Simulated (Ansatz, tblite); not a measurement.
Cost and result up the ladder for the cluster Al4H4⁻ (the lowest doublet isomer of a short search) (8 atoms). The state is a doublet with charge -1. Geometry: PBE-D4/def2-SVPD.

Cartesian coordinates in Å:
```
Al 0.612 -0.133 1.244
Al -1.832 -1.522 0.539
Al 1.550 1.337 -0.581
Al -0.623 0.054 -1.078
H 2.524 2.392 -1.362
H -2.252 0.054 -0.375
H 1.058 -0.512 2.760
H -1.038 -1.669 -1.147
```

Ansatz on 4 threads of Arm Neoverse V2 on a shared host; xTB runs through tblite on one thread. Times are rough, summed over both states, and most runs start from the orbitals of an earlier one. No level here is sound enough to serve as a yardstick. The other state is a singlet.

The xTB rows come from tblite. HSE06 is defined as in plane-wave codes, on full-range PBE exchange. The structure comes from a short search, and lower isomers may exist.

Raw xTB energies of ions are shifted by several eV, and xTB has no spin-polarisation term.

```tsv
level	functions	wall time	vertical IE (eV)	remarks
GFN1-xTB	44	0.009 s	4.37	–
GFN2-xTB	40	0.016 s	4.10	–
PBE-D4/def2-TZVPD (with forces)	208	6.7 s	2.34	restricted SCF unstable in HF (singlet)
PBE0-D4/def2-TZVPD	208	11 s	2.34	restricted SCF unstable in HF (singlet)
HSE06-D4/def2-TZVPD	208	13 s	2.34	restricted SCF unstable in HF (singlet)
```
